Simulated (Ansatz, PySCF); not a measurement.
Sc(OH)3 (H3O3Sc), SMILES [OH][Sc]([OH])[OH]. Atoms are numbered in the order given.

```xyz
7

Sc    -0.0024    -0.0098     0.0063
O     -1.1203    -1.5034     0.1914
H     -1.8913    -2.0139    -0.0686
O     -0.3858     1.2937    -1.2854
H     -0.1835     2.1196    -1.7323
O      1.4973     0.1810     1.1149
H      2.0646    -0.1334     1.8235
```

Geometry: B3LYP-D3(BJ)/def2-SVP. The values are those of a single conformer.

Two levels are set side by side: PBE-D3(BJ)/def2-SVP (Ansatz, an electronic-structure program) and B3LYP-D3(BJ)/def2-SVP (PySCF). Each level has its own optimised geometry; the coordinates shown are those of the second. Frequencies come from the Hessian of PySCF at each geometry. Differences are taken from unrounded values.

```csv
quantity,B3LYP-D3(BJ),PBE-D3(BJ),PBE-D3(BJ) minus B3LYP-D3(BJ)
mean bond length (Å),1.418,1.426,0.008
bond Sc1–O2 (Å),1.875,1.883,0.008
bond Sc1–O4 (Å),1.875,1.883,0.008
bond Sc1–O6 (Å),1.875,1.883,0.008
bond O2–H3 (Å),0.961,0.969,0.009
bond O4–H5 (Å),0.961,0.969,0.009
bond O6–H7 (Å),0.961,0.969,0.009
highest harmonic wavenumber (cm⁻¹),3929,3814,-116
mean harmonic wavenumber (cm⁻¹),1097,1075,-22
zero-point energy (kcal/mol),23.52,23.05,-0.47
```

Exact exchange shortens and stiffens bonds; PBE has none. Differences between two approximate levels are no errors against the true value.
